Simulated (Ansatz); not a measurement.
Cost and result for the atomization energy of C$_{2}$H$_{8}$N$_{2}$Si, SMILES `NC1NC[SiH2]1` (13 atoms, 13 bonds).

Z-matrix (Å, degrees):
```
C
N 1 1.515
N 1 1.422 2 117.9
Si 1 1.897 2 87.4 3 -125.1
H 1 1.095 2 106.9 3 122.3
C 2 1.492 1 101.6 3 146.4
H 2 1.015 1 107.4 3 32.2
H 3 1.011 1 113.0 2 -62.6
H 3 1.012 1 112.6 2 61.8
H 4 1.494 1 109.0 2 90.2
H 4 1.495 1 124.5 2 -139.4
H 6 1.090 2 113.3 1 -143.0
H 6 1.093 2 110.5 1 95.5
```

Total charge 0; spin multiplicity 1. The structure was optimised at the PBE0-D4/def2-TZVP level. It is one conformer, not always the lowest. Program: Ansatz. All runs use 4 threads of a server CPU on a shared host. Times are those of one run each, without the atoms' runs, and a repeat can differ threefold. Electronic energies, without spin–orbit coupling; frozen cores. CCSD(T)/CBS adds CCSD(T) − MP2 in def2-TZVPP to the MP2 limit, and its time is that of the two runs behind it. T1 = 0.011. HSE06 is the plane-wave form, built on full-range PBE exchange.

CCSD(T)/CBS is a level of theory with its own doubt, some kJ/mol a heavy atom from the limit and from the frozen cores, so smaller differences don't rank the functionals.

```csv
level,functions,wall time
LDA (SPW92)/def2-TZVPP,278,1.7 s
revPBE-D4/def2-TZVPP,278,2.8 s
PBE-D4/def2-TZVPP (with forces),278,3.4 s
BHLYP-D4/def2-TZVPP,278,4.1 s
HSE06-D4/def2-TZVPP,278,4.4 s
PBE0-D4/def2-TZVPP,278,4.6 s
r2SCAN-D4/def2-TZVPP (with forces),278,6.5 s
CCSD(T)/def2-SVP,114,8 s
B97M-V/def2-TZVPP,278,13 s
ωB97M-V/def2-TZVPP (with forces),278,16 s
MP2/def2-QZVPP,538,59 s
CCSD(T)/def2-TZVPP,278,4.6 min
CCSD(T)/CBS(def2),–,5.6 min
```

Problem. What atomization energy does each give, and how far from CCSD(T)/CBS? (Best estimate.)

Solution. Ansatz gave: 
```
                             level  atomization (kJ/mol)  difference from CCSD(T)/CBS  per bond
            LDA (SPW92)/def2-TZVPP                5337.2                        717.4      55.2
              revPBE-D4/def2-TZVPP                4624.1                          4.3       0.3
   PBE-D4/def2-TZVPP (with forces)                4736.1                        116.3       8.9
               BHLYP-D4/def2-TZVPP                4489.0                       -130.8     -10.1
               HSE06-D4/def2-TZVPP                4647.6                         27.8       2.1
                PBE0-D4/def2-TZVPP                4643.9                         24.1       1.9
r2SCAN-D4/def2-TZVPP (with forces)                4610.9                         -8.9      -0.7
                  CCSD(T)/def2-SVP                4315.8                       -304.0     -23.4
                 B97M-V/def2-TZVPP                4622.5                          2.7       0.2
  ωB97M-V/def2-TZVPP (with forces)                4648.2                         28.4       2.2
                    MP2/def2-QZVPP                4613.1                         -6.7      -0.5
                CCSD(T)/def2-TZVPP                4479.5                       -140.3     -10.8
                 CCSD(T)/CBS(def2)                4619.8                          0.0       0.0
```

From r2SCAN to r2SCAN0 (25 % exact exchange), in def2-TZVPP and without D4, the atomization energy moves by −69.7 kJ/mol: exact exchange takes away binding that semilocal exchange gives to molecules. In def2-TZVPP, CCSD(T) changes the Hartree–Fock value by +1290.7 kJ/mol (the triples alone add +74.1 kJ/mol) and MP2 by +1340.7 kJ/mol; breaking electron pairs costs correlation energy, which Hartree–Fock lacks. At CCSD(T), def2-SVP lies −304.1 kJ/mol from the extrapolated value and def2-TZVPP −140.3 kJ/mol: correlation converges slowly with the basis, and small sets miss more of it in the bonded molecule than in its fragments.
